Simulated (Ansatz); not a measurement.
`[NH2][Mo]([OH])(=[S])=[S]` and `[NH2][Mo]([F])(=[S])=[S]` differ in one atom or group.

Ansatz, PBE0-D4/def2-TZVP geometries, multiplicity 1. Each molecule was computed in one conformer, which needn't be the lowest.

Elements past krypton have def2 core potentials.

```csv
property,`[NH2][Mo]([OH])(=[S])=[S]`
LUMO energy (ωB97M-V/def2-TZVPP) / eV,-1.07
HOMO energy (PBE/def2-TZVPP) / eV,-6.08
HOMO energy (B3LYP/def2-TZVPP) / eV,-6.96
LUMO energy (B3LYP/def2-TZVPP) / eV,-3.18
zero-point energy (PBE0-D4/def2-TZVP) / kJ/mol,111.4
LUMO energy (PBE0/def2-TZVPP) / eV,-3.03
```

Question: Give the same properties after the change, and the shifts. (Estimate.)

Answer: Ansatz gave: 
| property | `[NH2][Mo]([F])(=[S])=[S]` | shift |
| --- | --- | --- |
| LUMO energy (ωB97M-V/def2-TZVPP) / eV | -1.29 | -0.22 |
| HOMO energy (PBE/def2-TZVPP) / eV | -6.32 | -0.24 |
| HOMO energy (B3LYP/def2-TZVPP) / eV | -7.20 | -0.24 |
| LUMO energy (B3LYP/def2-TZVPP) / eV | -3.42 | -0.24 |
| zero-point energy (PBE0-D4/def2-TZVP) / kJ/mol | 83.5 | -27.9 |
| LUMO energy (PBE0/def2-TZVPP) / eV | -3.27 | -0.24 |

The zero-point energy changes by -27.9 kJ/mol with -3 modes.

B3LYP here is the variant with VWN-RPA as its local correlation; programs differ in this.
